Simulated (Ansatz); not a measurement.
C2H4ClFGeSi, SMILES `F[SiH](Cl)C#[C][GeH3]` at its PBE0-D4/def2-TZVP geometry, where that method's forces vanish. Total charge 0; spin multiplicity 1.

```xyz
10

F    -2.8502    0.9244   -1.4246
Si   -1.9646   -0.3902   -1.3574
Cl   -3.0708   -1.8569   -0.4864
C    -0.4964   -0.0636   -0.3575
C     0.5091    0.1344    0.2914
Ge    2.0812    0.4519    1.3242
H    -1.6245   -0.7923   -2.7312
H     2.2322   -0.6985    2.3236
H     3.2759    0.5023    0.3672
H     1.9081    1.7885    2.0508
```

(1) What forces (eV/Å) does ωB97M-V/def2-TZVPP give on these atoms in the Gaussian-basis code of Ansatz? (An estimate is asked.)

Answers

(1) Computed: 
```
F1  -0.067  0.104  0.003
Si2  0.060 -0.159 -0.258
Cl3 -0.025 -0.024  0.018
C4   0.363  0.077  0.236
C5  -0.400 -0.076 -0.258
Ge6  0.223  0.046  0.148
H7  -0.043  0.056  0.186
H8  -0.017  0.095 -0.087
H9  -0.104 -0.005  0.077
H10  0.010 -0.113 -0.064
```
